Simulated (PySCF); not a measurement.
**Pt (platinum, neutral) across methods**

[Xe] 4f14 5d9 6p1, one real determinant (an excited configuration). All numbers are calculated (PySCF 2.14, a scalar-relativistic core potential, in def2-TZVPPD with the def2 core potential (60 electrons)).

```tsv
method	E (hartree)	mean ε 5d α (eV)	mean ε 5d β (eV)	mean ε 6p α (eV)	Σ⟨r²⟩ (bohr²)	⟨S²⟩
LC-wPBE	-119.1034	-12.792	-12.122	-4.228	63.98	2.001
LDA	-118.8823	-8.691	-8.019	-2.326	63.88	2.000
BP86	-119.2197	-8.618	-7.984	-2.383	63.95	2.000
M06-L	-119.1497	-8.478	-7.720	-2.028	63.70	2.001
PBE0	-119.0805	-10.098	-9.370	-2.724	64.68	2.001
PBE	-119.1224	-8.528	-7.860	-2.271	64.57	2.000
HSE06	-119.0791	-9.686	-8.964	-2.396	64.70	2.001
UHF	-118.25024	-14.104	-13.160	-3.648	68.06	2.002
```

Estimate the same row for r2SCAN.

E (hartree) = -119.1249; mean ε 5d α (eV) = -8.726; mean ε 5d β (eV) = -7.975; mean ε 6p α (eV) = -2.362; Σ⟨r²⟩ (bohr²) = 63.45; ⟨S²⟩ = 2.001.

⟨L²⟩ = 8.24 against 12 for a pure F term, so this real determinant mixes terms. Energies and moments cover only the electrons outside the core potential. Spin-orbit coupling, absent here, splits the open shell strongly.
